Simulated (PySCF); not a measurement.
# From a computed spectrum to the compound

A species of 13 atoms with charge 3 has these harmonic modes (PBE0, small Gaussian bases with core potentials, PySCF 2.14.0):

```
cm⁻¹  km/mol  symmetry
 -10       –         a
  -9       –         e
  -9       –         e
  49     7.8         a
  73     3.5         e
  73     3.5         e
 340     0.5         a
 348    14.0         e
 348    14.0         e
 612     0.8         a
 624    26.5         e
 624    26.5         e
 648   165.0         a
 652    70.1         e
 652    70.1         e
1397   164.2         e
1397   164.2         e
1401    24.2         a
1610    67.0         a
1611    42.4         e
1611    42.4         e
1613    35.2         e
1613    35.2         e
1614    70.0         a
3365   316.8         e
3365   316.8         e
3373    16.7         a
3439    33.8         e
3439    33.8         e
3440   367.3         a
3445    55.4         a
3447   194.4         e
3447   194.4         e
```

Q: Which species is it, and in which structure?

A: [La(NH3)3]3+ (singlet):
```xyz
13

La    0.0000    0.0000   -0.2089
N     2.4447   -0.0007    0.5462
H     2.6893   -0.6533    1.3112
H     3.1231   -0.2528   -0.1947
H     2.8080    0.9052    0.8903
N    -1.2217    2.1175    0.5462
H    -0.7789    2.6556    1.3112
H    -1.3426    2.8310   -0.1947
H    -2.1879    1.9792    0.8903
N    -1.2230   -2.1168    0.5462
H    -1.9104   -2.0023    1.3112
H    -1.7804   -2.5783   -0.1947
H    -0.6200   -2.8844    0.8903
```
 Negative wavenumbers this small are taken as noise. 
 The answer isn't unique; the calculation gave this one.
